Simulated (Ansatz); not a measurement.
Geometry optimisation, RKS PBE-D4/def2-SVP in Ansatz.

The input (input.yaml):

```yaml
crystal:
  periodic: [false, false, false]
  atoms:
    - { symbol: Al, position_ang: [-0.009275, -0.385153, -0.11816] }
    - { symbol: H, position_ang: [0.106388, -0.375894, 1.453097] }
    - { symbol: O, position_ang: [1.367922, -0.521764, -1.121964] }
    - { symbol: H, position_ang: [2.27094, -0.557521, -0.770758] }
    - { symbol: O, position_ang: [-1.512666, -0.443111, -0.934375] }
    - { symbol: H, position_ang: [-2.3664, -0.302075, -0.503862] }
    - { symbol: F, position_ang: [-0.007066, 2.215668, 1.118366] }
    - { symbol: H, position_ang: [0.077357, 1.46945, 1.673257] }
basis:
  gaussian: { orbitals: def2-SVP }
hamiltonian:
  xc: pbe
  dispersion: d4
relax:
  f_tol: 0.03
  max_steps: 50
output:
  orbitals: {}
```

Launched with:

```bash
$ ansatz run input.yaml --threads 1 --pin off --max-ram 2048MiB --backend cpu --events-out ev --progress --plain --runs-dir out
```

Problem. Where does it end, and by what steps?

Solution. It converged. After 16 steps the energy has fallen by 1.514 eV; H8 moved furthest, 1.09 Å. Parted: Al1–H2 (1.58 → 2.33 Å), F7–H8 (0.93 → 2.35 Å). Joined: Al1–F7 (2.88 → 1.68 Å), H2–H8 (1.86 → 0.77 Å).

```json
{"step": "0", "energy less start (eV)": "0.0000", "largest force component (eV/Å)": "0.498", "accepted": "yes"}
{"step": "1", "energy less start (eV)": "-0.0997", "largest force component (eV/Å)": "0.292", "accepted": "yes"}
{"step": "2", "energy less start (eV)": "-0.2166", "largest force component (eV/Å)": "0.559", "accepted": "yes"}
{"step": "3", "energy less start (eV)": "-0.2980", "largest force component (eV/Å)": "0.425", "accepted": "yes"}
{"step": "4", "energy less start (eV)": "-0.3091", "largest force component (eV/Å)": "0.192", "accepted": "yes"}
{"step": "5", "energy less start (eV)": "-0.3172", "largest force component (eV/Å)": "0.087", "accepted": "yes"}
{"step": "6", "energy less start (eV)": "-0.3316", "largest force component (eV/Å)": "0.290", "accepted": "yes"}
{"step": "7", "energy less start (eV)": "-0.3803", "largest force component (eV/Å)": "0.962", "accepted": "yes"}
{"step": "8", "energy less start (eV)": "-0.6157", "largest force component (eV/Å)": "1.161", "accepted": "yes"}
{"step": "9", "energy less start (eV)": "-0.8959", "largest force component (eV/Å)": "1.967", "accepted": "yes"}
{"step": "10", "energy less start (eV)": "-1.0902", "largest force component (eV/Å)": "3.660", "accepted": "yes"}
{"step": "11", "energy less start (eV)": "-1.3683", "largest force component (eV/Å)": "0.991", "accepted": "yes"}
{"step": "12", "energy less start (eV)": "-1.4376", "largest force component (eV/Å)": "0.609", "accepted": "yes"}
{"step": "13", "energy less start (eV)": "-1.4232", "largest force component (eV/Å)": "1.313", "accepted": "no"}
{"step": "14", "energy less start (eV)": "-1.4801", "largest force component (eV/Å)": "0.342", "accepted": "yes"}
{"step": "15", "energy less start (eV)": "-1.5098", "largest force component (eV/Å)": "0.067", "accepted": "yes"}
{"step": "16", "energy less start (eV)": "-1.5140", "largest force component (eV/Å)": "0.022", "accepted": "yes"}
```

```xyz
8
Properties=species:S:1:pos:R:3
Al -0.026 0.311 -0.358
H 0.053 -0.365 1.872
O 1.377 -0.552 -0.804
H 2.256 -0.144 -0.780
O -1.518 -0.470 -0.638
H -2.364 -0.012 -0.525
F 0.049 1.924 0.120
H 0.101 0.407 1.908
```

Whether the end is a true minimum wasn't checked by a vibrational analysis.

Run time: 45 s on 1 thread of Arm Neoverse V1, on a shared host, peak memory 0.14 GiB.
